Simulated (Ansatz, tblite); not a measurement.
Removing and adding an electron: C8H16N2O (relaxed from a model of 1-butyl-3-methylimidazolium hydroxide, whose bonding it doesn't keep). The state is a singlet with charge 0. Geometry: PBE-D4/def2-SVP. Ansatz, gas phase; energy differences of separate SCF runs; the oxidised species was run as a doublet alone; the reduced species was run as a doublet alone.

Cartesian coordinates in Å:
```
C -1.424 3.463 -0.838
C -1.453 2.083 -0.181
C -0.422 1.934 0.943
C -0.385 0.554 1.612
N 0.045 -0.524 0.729
C -0.794 -1.204 -0.154
C 0.021 -2.270 -0.798
N 1.373 -1.739 -0.531
C 2.543 -2.506 -0.883
C 1.328 -0.853 0.526
H -1.622 4.273 -0.104
H -2.184 3.548 -1.642
H -0.433 3.670 -1.297
H -2.468 1.882 0.233
H -1.276 1.285 -0.934
H 0.595 2.166 0.554
H -0.622 2.685 1.741
H 0.305 0.568 2.480
H -1.389 0.283 1.999
H -1.865 -1.277 0.071
H -0.110 -2.433 -1.894
H 3.457 -1.898 -0.718
H 2.498 -2.775 -1.959
H 2.629 -3.452 -0.303
H 2.190 -0.338 0.960
O -0.168 -3.620 -0.282
H -0.369 -3.504 0.669
```

The xTB rows come from tblite.

```
               level  −HOMO (eV)  vertical IE (eV)  −LUMO (eV)  vertical EA (eV)  HOMO–LUMO gap (eV)  IE − EA (eV)                       remarks
            GFN1-xTB        8.68             11.75        6.57              3.50                2.11          8.25                             –
            GFN2-xTB        7.75             10.91        5.58              2.34                2.17          8.57                             –
    PBE-D4/def2-TZVP        3.18              5.85        0.79             -1.34                2.39          7.19  HOMO above zero (-1 doublet)
r2SCANh-D4/def2-TZVP        3.60              5.66        0.34             -1.51                3.25          7.17  HOMO above zero (-1 doublet)
   PBE0-D4/def2-TZVP        4.05              5.73       -0.01             -1.46                4.06          7.19  HOMO above zero (-1 doublet)
```

Relaxing the reduced species (PBE-D4/def2-SVP) changes its energy by -0.46 eV at PBE-D4/def2-TZVP, so the adiabatic electron affinity to this nearest minimum is -0.89 eV. At PBE0-D4/def2-TZVP it is -0.92 eV. The highest occupied level of the relaxed charge -1 doublet lies above zero (up to 2.64 eV). By energy differences, losing it releases 0.89 eV (each at its own geometry, to the charge 0 singlet, at PBE-D4/def2-TZVP).     A HOMO above zero means that the electron is unbound at that level or that self-interaction error raises the level; the energy of removing that electron tells which. Raw xTB energy differences between charge states are shifted by several eV; the methods need an empirical correction for them. Sets without diffuse functions give affinities that are too small. A negative affinity means that the extra electron isn't bound; its size then hangs on the basis.
